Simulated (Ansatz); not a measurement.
Born–Oppenheimer molecular dynamics of BCl3 (4 atoms, charge 0, multiplicity 1). It goes on from the last frame of an earlier run, with new velocities.

All numbers below come from RKS PBE0-D4/6-31G (Ansatz 0.2.0).

- ensemble: NVE (velocity Verlet)
- time step: 2 fs
- steps asked: 100
- starting velocities drawn for: 300 K
- seed: 470500

First frame:

```xyz
4
Properties=species:S:1:pos:R:3
B -0.068 0.115 -0.058
Cl 0.060 -0.014 1.792
Cl 1.523 -0.010 -0.841
Cl -1.562 -0.011 -0.934
```

Task: How far do the bonds stretch over the last three quarters of this one trajectory? (Pairs bonded in most of those frames.)

Result: 
```csv
bond,mean (Å),spread (Å),shortest,longest
B1–Cl2,1.778,0.048,1.69,1.85
B1–Cl3,1.778,0.033,1.71,1.84
B1–Cl4,1.784,0.055,1.70,1.88
```

Mean temperature of the second half: 471 K. The conserved energy stayed within 0.58 meV per atom of its start (net change -0.014 meV per atom), so the integration is sound. The kinetic energy rose, since the run started high on the potential surface and went downhill. A run of 0.2 ps of so small a system gives no equilibrium averages. Limits of this set-up: no polarisation functions.

The run took 2.3 min on 1 thread of Arm Neoverse V2 (shared host), peak memory 0.1 GiB.
